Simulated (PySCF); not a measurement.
Species: C₂H₁₀OSi₃.
Atom-mapped SMILES: `[SiH3:1]/[CH:2]=[CH:3]\[SiH2:4][O:5][SiH3:6]` (hydrogens: H7, H8, H9 on Si1; H10 on C2; H11 on C3; H12, H13 on Si4; H14, H15, H16 on Si6)

Computed with PBE0-D3(BJ)/def2-SVP geometry optimisation, gas phase in PySCF 2.14.0.

(1) Give the optimised bond lengths and angles.

## Answers

(1) 
```tsv
bond	length (Å)
Si1–C2	1.874
C2=C3	1.345
C3–Si4	1.880
Si4–O5	1.650
O5–Si6	1.645
Si1–H7, Si1–H8, Si1–H9	1.495
C2–H10	1.100
C3–H11	1.101
Si4–H12, Si4–H13	1.493
Si6–H14, Si6–H15, Si6–H16	1.493
```

Bonds in one row agree within 0.01 Å and their mean is given. A selection of angles:
```tsv
angle	degrees
C2–Si1–H7	110.7
C2–Si1–H9	109.4
H7–Si1–H8	108.1
H7–Si1–H9	109.1
Si1–C2–C3	125.4
Si1–C2–H10	116.7
C3–C2–H10	118.0
C2–C3–Si4	127.7
C2–C3–H11	117.7
Si4–C3–H11	114.6
C3–Si4–O5	107.6
C3–Si4–H12	111.2
O5–Si4–H12	109.1
H12–Si4–H13	109.1
Si4–O5–Si6	169.6
O5–Si6–H14	110.1
H14–Si6–H15	109.0
```

Torsions: Si1–C2–C3–Si4 0° (synperiplanar); C2–C3–Si4–O5 180° (antiperiplanar). The mirror-image conformer, all signs reversed, is as good.

Si4 (oxygen-bound silicon) is tetrahedral (angles from 107.6° to 111.3°). Of the pairs four or more bonds apart, Si4···H9 is among the closest relative to their van der Waals radii: 3.00 Å, 91 % of the sum of Bondi's values. Si6 (oxygen-bound silicon) is tetrahedral (angles from 108.9° to 110.1°). Si1 (SiH3 silicon) is tetrahedral (angles from 108.1° to 110.7°).

No PBE0-D3(BJ)/def2-SVP frequencies stand behind this structure, so it isn't proved a minimum. One conformer, not necessarily the lowest.

On one thread, Arm Neoverse V2, shared host, this took 2.5 min of wall time. These figures are those of the optimisation.
